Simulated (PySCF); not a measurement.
SnEt(NCO)3, C5H5N3O3Sn.
Bonds: Sn1–C2, Sn1–N9, Sn1–N12, Sn1–N15, C2–C3, N9–C10, C10–O11, N12–C13, C13–O14, N15–C16, C16–O17. Hydrogens: H4, H5 on C2; H6, H7, H8 on C3.

Computed with PBE0-D3(BJ)/def2-SVP geometry optimisation, gas phase, def2 core potentials past Kr in PySCF 2.14.0.

What internal coordinates does the optimisation give?

```
                     bond  length (bohr)
                   Sn1–C2          4.001
 Sn1–N9, Sn1–N12, Sn1–N15          3.803
                    C2–C3          2.876
             C2–H4, C2–H5          2.080
      C3–H6, C3–H7, C3–H8          2.080
 N9–C10, N12–C13, N15–C16          2.279
C10–O11, C13–O14, C16–O17          2.205
```

Bonds in one row agree within 0.02 bohr and their mean is given. A selection of angles:
```
      angle  degrees
  C2–Sn1–N9    110.4
 C2–Sn1–N12    110.6
 C2–Sn1–N15    115.1
 N9–Sn1–N12    106.3
 N9–Sn1–N15    107.0
  Sn1–C2–C3    111.4
  Sn1–C2–H4    106.4
   C3–C2–H4    112.5
   C3–C2–H5    112.4
   H4–C2–H5    107.5
   C2–C3–H6    110.4
   C2–C3–H7    111.8
   H6–C3–H7    107.5
 Sn1–N9–C10    151.1
 N9–C10–O11    176.9
Sn1–N12–C13    145.9
```

Torsions: N9–Sn1–C2–C3 57° (synclinal); C2–Sn1–N9–C10 -177° (antiperiplanar); C2–Sn1–N12–C13 -166° (antiperiplanar); C2–Sn1–N15–C16 -172° (antiperiplanar). The mirror-image conformer, all signs reversed, is as good.

All 3 C–O bonds measure 1.167 Å. N9 (nitrogen bonded to C and Sn) is bent (angle 151.1°). Sn1 (tin bonded to C and 3 N) is distorted tetrahedral (angles from 106.3° to 115.1°). All 3 C–N bonds measure 1.205 to 1.207 Å.

Point group: near Cs, missed by 0.26 Å at most; the miss may be what the optimiser left on a soft mode. Stationary, but not proved a minimum. One conformer, not necessarily the lowest.
